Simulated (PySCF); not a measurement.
# Spin states and ions at one geometry of PbCl2

PySCF 2.14.0, RKS PBE0, Pb def2-SVP with ECP60, Cl def2-SVP; non-relativistic Hamiltonian with scalar-relativistic core potentials where named; density fitting; no spin-orbit coupling; singlets restricted, open shells unrestricted. The geometry is relaxed for charge 0, singlet, vacuum:

```xyz
3

Pb    0.0000    0.0000   -0.6289
Cl    1.8962    0.0000    0.9743
Cl   -1.8962    0.0000    0.9743
```

Energies count from the relaxed state; an electron taken off or put on is at rest in vacuum. Charges and spins are Mulliken's.

Problem. Order these states by energy, lowest first.
A. charge 0, triplet, vacuum
B. charge -1, doublet, vacuum
C. charge +1, doublet, vacuum
D. charge 0, singlet, vacuum

Solution. B (-1.15 eV), D (0.00 eV), A (3.31 eV), C (10.15 eV).

Problem. How do charge and spin on the first atom follow?

Solution. 
```
                     state  spin squared  charge on Pb1 (e)  spin on Pb1 (e)  dipole about the centre of mass (D)
 charge 0, singlet, vacuum          0.00               0.72             0.00                                 4.52
 charge 0, triplet, vacuum          2.01               0.41             1.20                                 2.52
charge +1, doublet, vacuum          0.76               1.06             0.09                                 2.03
charge -1, doublet, vacuum          0.75               0.02             0.95                                 4.24
```

With an electron taken off (doublet) the charges change, summed by element, by Pb +0.34 e, Cl +0.66 e. The vertical ionisation energy is 10.15 eV, against −ε(HOMO) = 7.99 eV of the relaxed state. The level lies 2.2 eV too high, as is usual for semilocal functionals and global hybrids, which keep a self-interaction error.

With an electron put on (doublet) the charges change, summed by element, by Pb -0.70 e, Cl -0.30 e. The vertical electron affinity is 1.15 eV, against −ε(LUMO) = 3.06 eV of the relaxed state. The basis has no diffuse functions, which an added electron needs. The added electron's level lies above zero.

Open shells may have lower solutions than those found.
